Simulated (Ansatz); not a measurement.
Stepwise reaction of `[SiH3][O][Al]([O][SiH3])[O][SiH3]` with water, as a gas-phase model of exchange steps in deposition or etching. ΔE in kJ/mol.

Computed with Ansatz on PBE0-D4/def2-TZVP structures; ΔE is electronic, products minus reactants. CCSD(T)/CBS adds triple-zeta CCSD(T) − MP2 to the extrapolated MP2 energy (def2 sets, frozen cores). This one scheme is used for every species. DFT in def2-TZVPP. B3LYP here is the variant with VWN-RPA as its local correlation; programs differ in this. One conformer a species, not always the lowest.

```tsv
step	reaction	PBE-D4	B3LYP-D4	ωB97M-V	CCSD(T)/CBS
1	`[SiH3][O][Al]([O][SiH3])[O][SiH3]` + H₂O → `[OH][Al]([O][SiH3])[O][SiH3]` + `O[SiH3]`	18.5	25.2	21.5	26.2
2	`[OH][Al]([O][SiH3])[O][SiH3]` + H₂O → `[OH][Al]([OH])[O][SiH3]` + `O[SiH3]`	18.6	24.4	21.4	25.8
```

Give the row of step 3, `[OH][Al]([OH])[O][SiH3]` + H₂O → `[OH][Al]([OH])[OH]` + `O[SiH3]`. (An estimate is asked.)

Computed: 
```tsv
step	reaction	PBE-D4	B3LYP-D4	ωB97M-V	CCSD(T)/CBS
3	`[OH][Al]([OH])[O][SiH3]` + H₂O → `[OH][Al]([OH])[OH]` + `O[SiH3]`	18.7	23.9	21.5	25.6
```

By hand: ΔE of the 3 steps together at CCSD(T)/CBS.

(26.2) + (25.8) + (25.6) = 77.6 kJ/mol, or 25.9 kJ/mol a step.

In ΔE the steps differ by no more than 0.6 kJ/mol. All are uphill at CCSD(T)/CBS. PBE-D4 differs from CCSD(T)/CBS by -7.7 to -6.9 kJ/mol a step. Isolated molecules leave out the surface, adducts and barriers. Largest T1 diagnostic: 0.012.
